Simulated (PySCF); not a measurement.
**Electronic absorption of C5H10Se**

Species: C5H10Se.
Atom-mapped SMILES: `[CH3:1][CH2:2]/[CH:3]=[CH:4]/[Se:5][CH3:6]` (hydrogens: H7, H8, H9 on C1; H10, H11 on C2; H12 on C3; H13 on C4; H14, H15, H16 on C6)

Computed, not measured: PySCF, TDDFT CAM-B3LYP/def2-SVPD, vertical, gas phase, core orbitals frozen in the response. One conformer (not necessarily the lowest) at the PBE0-D3(BJ)/def2-SVP geometry, without solvent, vibrations or thermal averaging. Relativistic effects, spin–orbit coupling among them, are left out although an element past zinc is present. Torsions of this conformer, `[CH3:1][CH2:2]/[CH:3]=[CH:4]/[Se:5][CH3:6]`: C1–C2–C3–C4 116°, C3–C4–Se5–C6 1°.

**Question.** List the vertical singlet excitations with oscillator strengths and describe the spectrum.

**Answer.** 

| state | E (eV) | E (hartree) | f | \|μ\| (D) | main configurations (H = HOMO, L = LUMO) |
| --- | --- | --- | --- | --- | --- |
| S1 | 4.68 | 0.1721 | 0.0001 | 0.07 | H→L (80%) |
| S2 | 5.56 | 0.2043 | 0.089 | 2.05 | H→L+1 (41%), H→L+2 (29%), H→L+3 (20%) |
| S3 | 5.57 | 0.2048 | 0.273 | 3.59 | H→L+2 (60%), H→L+1 (31%) |
| S4 | 5.71 | 0.2098 | 0.010 | 0.68 | H→L+3 (68%), H→L+1 (12%), H→L+5 (8%) |
| S5 | 6.37 | 0.2340 | 0.0011 | 0.22 | H→L+6 (56%), H→L (10%) |
| S6 | 6.49 | 0.2386 | 0.012 | 0.71 | H→L+4 (87%), H→L+6 (9%) |
| S7 | 6.84 | 0.2513 | 0.0091 | 0.59 | H→L+9 (33%), H→L+5 (30%), H→L+6 (13%) |
| S8 | 6.96 | 0.2558 | 0.0071 | 0.52 | H→L+8 (38%), H→L+5 (31%), H→L+9 (17%) |
| S9 | 7.28 | 0.2675 | 0.0053 | 0.44 | H→L+7 (48%), H→L+8 (21%), H→L+9 (13%) |
| S10 | 7.55 | 0.2773 | 0.0079 | 0.53 | H→L+7 (33%), H→L+8 (26%), H→L+9 (13%) |

Triplets (Tamm–Dancoff): T1 3.84 eV, H→L+1 (37%), H→L+2 (18%), H→L+3 (18%); T2 4.31 eV, H→L (72%), H→L+9 (10%); T3 5.22 eV, H→L+2 (47%), H→L+1 (22%), H→L+12 (8%); T4 5.53 eV, H→L+3 (64%), H→L+2 (13%), H→L+5 (10%).

The lowest singlet lies at 4.68 eV (265 nm, ultraviolet) and is dark (f under 0.0005); its leading configuration is HOMO→LUMO (80%). The strongest level in the table is S3 at 5.57 eV (223 nm, f = 0.273). Löwdin shares by element: HOMO selenium 53%, carbon 38% or more; LUMO selenium 66%, carbon 10% or more, hydrogen 10% or more. Weighted by f, the mean energy of these states is 5.71 eV. The listed states span 2.86 eV, and the widest gap between neighbours is 0.88 eV (S1 to S2). Orbital energies (eV): HOMO-3 -10.89, HOMO-2 -10.11, HOMO-1 -9.75, HOMO -7.05, LUMO 0.87, LUMO+1 1.19, LUMO+2 1.34. The vertical ionisation energy (ΔSCF) is 7.83 eV, 0.28 eV above S10. Singlets were solved by full linear response, triplets in the Tamm–Dancoff approximation.

Time: 91 s of wall time. Hardware: one thread of an Arm Neoverse V1, no GPU, on a shared host.
